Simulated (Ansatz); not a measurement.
Calculated with Ansatz (gas phase, PBE0-D4/def2-TZVP geometries, no zero-point term in ΔE). CCSD(T)/CBS is the MP2 limit (def2-TZVPP, def2-QZVPP) plus CCSD(T) − MP2 in def2-TZVPP, frozen cores. This one scheme is used for every species. DFT in def2-TZVPP. Each species was taken in one conformer, which may not be the lowest.

Reaction (ligand exchange at a B–C bond): `C=C(C)B(C)F` + CH₃OH → `COB(C)F` + `C=CC`

`C=C(C)B(C)F`:

```xyz
14

C     1.005   -0.770    1.619
C     0.488   -0.155    0.552
C     1.213    0.966   -0.133
B    -0.900   -0.626    0.013
C    -1.615   -0.010   -1.232
F    -1.509   -1.625    0.662
H     0.476   -1.580    2.110
H     1.968   -0.488    2.039
H     0.616    1.883   -0.134
H     1.410    0.727   -1.183
H     2.168    1.186    0.349
H    -2.586   -0.461   -1.437
H    -0.985   -0.119   -2.123
H    -1.750    1.070   -1.104
```

CH₃OH:

```xyz
6

C     0.253    0.222   -0.118
O    -0.595   -0.904   -0.131
H     0.860    0.175   -1.022
H     0.928    0.226    0.746
H    -0.306    1.166   -0.132
H    -1.140   -0.884    0.658
```

`COB(C)F`:

Cartesian coordinates in Å:
```
C -0.519 -0.328 -1.517
O -1.212 -0.210 -0.297
B -0.616 0.068 0.880
C 0.918 0.309 1.104
F -1.452 0.135 1.919
H -0.662 -1.336 -1.913
H -0.935 0.388 -2.230
H 0.552 -0.138 -1.408
H 1.510 -0.555 0.788
H 1.138 0.504 2.154
H 1.278 1.161 0.519
```

`C=CC`:

Z-matrix (Å, degrees):
```
C
C 1 1.490
H 1 1.095 2 111.0
H 1 1.095 2 111.0 3 118.3
H 1 1.092 2 111.5 3 -120.8
C 2 1.325 1 125.1 3 120.8
H 2 1.088 1 116.2 3 -59.2
H 6 1.084 2 121.6 1 -180.0
H 6 1.086 2 121.4 1 0.0
```

```
      species  revPBE-D4 energy (Eh)
`C=C(C)B(C)F`             -282.03854
        CH₃OH             -115.74268
    `COB(C)F`             -279.89581
       `C=CC`             -117.93029
```

**Question.** Work out ΔE.

**Answer.** ΔE = (-279.89581) + (-117.93029) − (-282.03854) − (-115.74268) = -0.04488 Eh = -117.8 kJ/mol. CCSD(T)/CBS gives -125.2 kJ/mol.

Largest T1 diagnostic among the species: 0.012.

At CCSD(T), def2-SVP lies −14.4 kJ/mol from the extrapolated value and def2-TZVPP −1.5 kJ/mol. Leaving LDA and LC-ωPBE aside and taking each functional with its dispersion term where it has one, the values, not all of them listed here, spread over 14.6 kJ/mol, from CAM-B3LYP-D4 to revPBE-D4. LDA lies −5.2 kJ/mol from PBE without D4.
